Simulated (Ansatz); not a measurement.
Geometry optimisation, RKS PBE/STO-3G in Ansatz 0.2.0.

input.yaml

```yaml
crystal:
  periodic: [false, false, false]
  atoms:
    - { symbol: O, position_ang: [2.5635, 0.471, 0.5103] }
    - { symbol: C, position_ang: [1.7141, 0.5697, -0.4741] }
    - { symbol: C, position_ang: [0.2935, 0.1646, -0.318] }
    - { symbol: "N", position_ang: [-0.6305, 0.1361, -1.1577] }
    - { symbol: Al, position_ang: [-1.9462, -0.5176, -0.0306] }
    - { symbol: "N", position_ang: [-0.4143, -0.3345, 0.8683] }
    - { symbol: H, position_ang: [2.0915, 0.9275, -1.4311] }
    - { symbol: H, position_ang: [-3.4398, -0.9297, 0.1152] }
    - { symbol: H, position_ang: [-0.1434, -0.5332, 1.9007] }
basis:
  gaussian: { orbitals: STO-3G }
hamiltonian:
  xc: pbe
relax:
  f_tol: 0.015
  max_steps: 40
```

Run as:

```bash
$ ansatz run input.yaml --threads 1 --pin off --max-ram 2048MiB --backend cpu --events-out ev --progress --plain --runs-dir out
```

Where does it end, and by what steps?

The forces met the threshold. Limits of this set-up: minimal basis. After 6 steps the energy has fallen by 1.547 eV; H9 moved furthest, 0.29 Å. The start is strongly strained (largest force component 10 eV/Å).

| step | energy less start (eV) | largest force component (eV/Å) | accepted |
| --- | --- | --- | --- |
| 0 | 0.0000 | 9.818 | yes |
| 1 | -1.3297 | 1.835 | yes |
| 2 | -1.5086 | 0.800 | yes |
| 3 | -1.5455 | 0.160 | yes |
| 4 | -1.5458 | 0.146 | yes |
| 5 | -1.5467 | 0.050 | yes |
| 6 | -1.5469 | 0.013 | yes |

```xyz
9
Properties=species:S:1:pos:R:3
O 2.463 0.452 0.636
C 1.675 0.518 -0.356
C 0.190 0.124 -0.309
N -0.655 0.193 -1.378
Al -1.912 -0.475 -0.092
N -0.442 -0.363 0.904
H 1.992 0.877 -1.386
H -3.337 -0.914 0.175
H 0.115 -0.457 1.789
```

Whether the end is a true minimum wasn't checked by a vibrational analysis.

Time of the run: 17 s on 1 thread of Arm Neoverse V2, with other jobs on the host, peak memory 0.14 GiB.
